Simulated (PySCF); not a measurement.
This PySCF input asks for the NMR shieldings of `InChI=1S/C2H.CH4BS.CH3.Al/c1-2;1-2-3;;/h1H;2H,1H3;1H3;/q;-1;;+1`; the geometry comes from GFN2-xTB.

```python
import basis_set_exchange as bse
import numpy as np
from pyscf import gto, dft
from pyscf.prop import nmr

atoms = """
C     2.202148   -1.603015    1.810966
C     1.704210   -0.849442    1.003083
Al    0.876074    0.293968   -0.340122
C     1.152356    2.212273   -0.777076
S    -0.490058   -0.858008   -1.689517
B    -1.804267   -1.146668   -0.543556
C    -1.812696   -0.553448    0.921315
H     2.640638   -2.245422    2.524554
H     2.002385    2.627487   -0.226148
H     1.358891    2.357138   -1.845161
H     0.283189    2.839967   -0.545033
H    -2.691525   -1.816871   -0.912333
H    -2.790767   -0.178670    1.220921
H    -1.086433    0.263401    1.063574
H    -1.548560   -1.334700    1.636307
"""
names = dict.fromkeys(["C", "Al", "S", "B", "H"], "pcSseg-1")
basis = {el: gto.basis.parse(bse.get_basis(n, elements=[el], fmt="nwchem")) for el, n in names.items()}
mol = gto.M(atom=atoms, basis=basis, charge=0, verbose=0)
mf = dft.RKS(mol, xc="PBE0")
mf.grids.level = 2
mf.grids.alignment = dft.numint.BLKSIZE   # the property module wants whole blocks of grid points
mf.conv_tol = 1e-9
mf.kernel()

calc = nmr.RKS(mf)   # GIAO
C = mf.mo_coeff
Co = C[:, mf.mo_occ > 0]
resp = mf.gen_response(singlet=True, hermi=2)
def vind(x):   # induced exchange potential for any number of trial vectors
    d = np.einsum("pi,xij,qj->xpq", C, 2 * x.reshape(-1, C.shape[1], Co.shape[1]), Co, optimize=True)
    return np.einsum("xpq,pi,qj->xij", resp(d - d.transpose(0, 2, 1)), C, Co, optimize=True).ravel()
mo1, _ = nmr.rhf.solve_mo1(calc, with_cphf=vind)
sigma = calc.kernel(mo1)
for i, s in enumerate(sigma):   # ppm
    print("%2d %-2s %9.2f" % (i, mol.atom_pure_symbol(i), np.trace(s) / 3))
```

**Question.** What does it print?

**Answer.** 
```
 0 C      79.19
 1 C      88.31
 2 Al    341.12
 3 C     190.14
 4 S     442.12
 5 B      27.82
 6 C     158.56
 7 H      29.61
 8 H      31.49
 9 H      31.28
10 H      31.32
11 H      24.47
12 H      29.72
13 H      31.81
14 H      29.85
```

These numbers come from an equivalent density-fitted implementation of the same equations, which agrees with the script to about 0.01 ppm for H and up to a few tenths of a ppm for heavy atoms, so last digits may differ.

Size and cost of the density-fitted run: 173 basis functions, 39 s wall time on 1 thread of an Arm Neoverse N1, shared host; peak memory 0.79 GiB.
